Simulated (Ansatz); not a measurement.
`C[S][Al]([CH3])[Cl]` and `[CH3][Al]([Cl])[Br]` differ in one atom or group.

Ansatz, PBE0-D4/def2-TZVP geometries, multiplicity 1. Each molecule was computed in one conformer, which needn't be the lowest.

Scalar relativity is left out up to krypton. Spin–orbit coupling is left out; it splits and shifts lone-pair levels of the heavy atoms by tenths of an eV.

```
                                          property  `C[S][Al]([CH3])[Cl]`
size of the dipole moment (ωB97M-V/def2-TZVPP) / D                   0.31
              HOMO–LUMO gap (PBE0/def2-TZVPP) / eV                   6.67
                 HOMO energy (PBE/def2-TZVPP) / eV                  -6.05
           HOMO–LUMO gap (ωB97M-V/def2-TZVPP) / eV                  10.48
    size of the dipole moment (PBE/def2-TZVPP) / D                   0.36
               HOMO–LUMO gap (PBE/def2-TZVPP) / eV                   4.73
```

Give the same properties after the change, and the shifts. (Estimate.)

Ansatz gave: 
| property | `[CH3][Al]([Cl])[Br]` | shift |
| --- | --- | --- |
| size of the dipole moment (ωB97M-V/def2-TZVPP) / D | 1.98 | 1.67 |
| HOMO–LUMO gap (PBE0/def2-TZVPP) / eV | 7.52 | 0.85 |
| HOMO energy (PBE/def2-TZVPP) / eV | -7.24 | -1.19 |
| HOMO–LUMO gap (ωB97M-V/def2-TZVPP) / eV | 11.39 | 0.91 |
| size of the dipole moment (PBE/def2-TZVPP) / D | 1.93 | 1.57 |
| HOMO–LUMO gap (PBE/def2-TZVPP) / eV | 5.47 | 0.74 |

With PBE0 the HOMO falls by 1.31 eV and the LUMO falls by 0.45 eV, so the gap widens by about 0.86 eV. PBE moves the HOMO by -1.19 eV and ωB97M-V by -1.34 eV. Dipoles are sizes alone; their direction can turn.
